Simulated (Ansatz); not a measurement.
Cost and result up the ladder for BH2Br (4 atoms). Total charge 0; singlet. Geometry: r2SCAN-D4/def2-TZVP.

```xyz
4

B    -0.052   -0.177   -0.070
H     0.087   -1.116    0.645
H    -0.484   -0.231   -1.175
Br    0.449    1.524    0.600
```

Ansatz on 4 threads of Intel Xeon on a shared host. Times are rough, and most runs start from the orbitals of an earlier one. ωB97X-V/def2-TZVP serves as the yardstick here, not as an exact answer. Differences are given only for rows in sets of like size (and for xTB, whose basis is part of the method), since another set adds its own error. Binding counts from free atoms at the same level (B doublet, H doublet, Br doublet; other spins of the atoms weren't run), without zero-point energy or a counterpoise term.

Correlated methods freeze 10 core orbitals; core or outer-core shells of Br are correlated, in sets that lack core-valence functions.

Correlated methods converge slowly with the basis.

```tsv
level	functions	wall time
PBE-D4/def2-SVP	56	0.3 s
PBE-D4/def2-TZVP	91	0.45 s
PBE0-D4/def2-SVP	56	0.5 s
MP2/def2-TZVP	91	0.5 s
PBE-D4/def2-TZVPD	112	0.6 s
BLYP-D4/def2-TZVP	91	0.6 s
PBE0-D4/def2-TZVP	91	0.75 s
PBE0-D4/def2-TZVPD	112	0.76 s
CAM-B3LYP-D4/def2-TZVP	91	0.85 s
r2SCAN-D4/def2-TZVP	91	0.91 s
r2SCAN-D4/def2-TZVPD	112	0.95 s
ωB97X-V/def2-TZVP	91	1.3 s
CCSD(T)/def2-TZVPP	107	1.9 s
CCSD(T)/def2-TZVPD	112	2.2 s
```

Problem. Estimate what each level gives for the binding energy per atom (eV).

Solution. 
```
                 level  binding energy per atom (eV)  difference from ωB97X-V/def2-TZVP (eV)
       PBE-D4/def2-SVP                          3.13                                       –
      PBE-D4/def2-TZVP                          3.11                                    0.03
      PBE0-D4/def2-SVP                          3.11                                       –
         MP2/def2-TZVP                          3.03                                   -0.05
     PBE-D4/def2-TZVPD                          3.11                                    0.03
     BLYP-D4/def2-TZVP                          3.06                                   -0.02
     PBE0-D4/def2-TZVP                          3.09                                    0.01
    PBE0-D4/def2-TZVPD                          3.09                                    0.01
CAM-B3LYP-D4/def2-TZVP                          3.08                                    0.01
   r2SCAN-D4/def2-TZVP                          3.11                                    0.04
  r2SCAN-D4/def2-TZVPD                          3.11                                    0.04
     ωB97X-V/def2-TZVP                          3.08                                    0.00
    CCSD(T)/def2-TZVPP                          3.01                                   -0.06
    CCSD(T)/def2-TZVPD                          2.99                                   -0.09
```
